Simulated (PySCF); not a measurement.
CH4BrNSi.
SMILES with atom numbers: `[H]/[N:1]=[CH:2]\[SiH2:3][Br:4]` (hydrogens: H5 on N1; H6 on C2; H7, H8 on Si3)

Geometry (PBE0-D3(BJ)/def2-SVP, Å), atoms numbered from 1 in this order:
```
atom  x, y, z in Å
N1     1.786    0.814    0.476
C2     0.723    0.122    0.458
Si3   -1.063    0.771    0.474
Br4   -0.923    2.995    0.505
H5     1.562    1.820    0.498
H6     0.843   -0.979    0.431
H7    -1.804    0.345   -0.747
H8    -1.793    0.314    1.689
```

Level of theory: core-valence-separated Tamm–Dancoff BHandHLYP/aug-pcX-1 (pcseg-1 on H, def2-SVPD on Br, def2-SVPD on Si) in PySCF, non-relativistic, gas phase, PBE0-D3(BJ)/def2-SVP geometry. Absolute energies from this functional tend to lie a few eV below measured edges; no shift was applied.

**Question.** Give energies, oscillator strengths and core holes at the C K edge.

**Answer.** 
```csv
E (eV),f,core hole on,main final orbital,polarisation
282.45,0.0614,C2,LUMO (85 %),normal to the local trigonal plane
286.60,0.0022,C2,LUMO+1 (87 %),in the local trigonal plane
286.86,0.0132,C2,LUMO+2 (42 %),in the local trigonal plane
287.34,0.0388,C2,spread,in the local trigonal plane
288.07,0.0034,C2,spread,in the local trigonal plane
288.46,0.0147,C2,LUMO+9 (38 %),normal to the local trigonal plane
288.75,0.0004,C2,LUMO+6 (57 %),–
```

The first line with a tenth or more of the strongest one's intensity is at 282.45 eV (f = 0.061), with the hole on C2 (C=N carbon), polarised normal to the local trigonal plane: a 1s→π* resonance. It is also the strongest listed.

**Question.** What does the N 1s absorption edge look like?

**Answer.** 
```
E (eV)       f  core hole on  main final orbital
395.52  0.0626            N1         LUMO (89 %)
400.46  0.0105            N1       LUMO+1 (49 %)
401.26  0.0097            N1       LUMO+1 (44 %)
401.63  0.0071            N1       LUMO+2 (37 %)
402.17  0.0054            N1       LUMO+3 (66 %)
402.41  0.0018            N1       LUMO+7 (52 %)
402.46  0.0022            N1       LUMO+6 (42 %)
```

The first line with a tenth or more of the strongest one's intensity is at 395.52 eV (f = 0.063), with the hole on N1 (C=N nitrogen). It is also the strongest listed.

Roots within 0.03 eV whose holes lie on the same, on equivalent or on shared atoms are summed into one line, and the highest roots are left out, as the search may have cut off their partners. Final orbitals are the ground state's empty Kohn–Sham orbitals. A dash: too weak, shared between unlike atoms, or no plane or axis to refer to.

**Question.** What is the summed oscillator strength of the listed C K lines, and their intensity-weighted mean energy?

**Answer.** Σf = 0.134 over 7 lines from 282.45 to 288.75 eV; the weighted mean is 285.19 eV. The strongest line holds 46 % of the sum.

The list ends where the root search ended, not at a threshold. The BHandHLYP/aug-pcX-1 (pcseg-1 on H, def2-SVPD on Br, def2-SVPD on Si) calculation is non-relativistic and has no spin–orbit coupling, an omission that weighs most on bromine.

One conformer stands for the species.
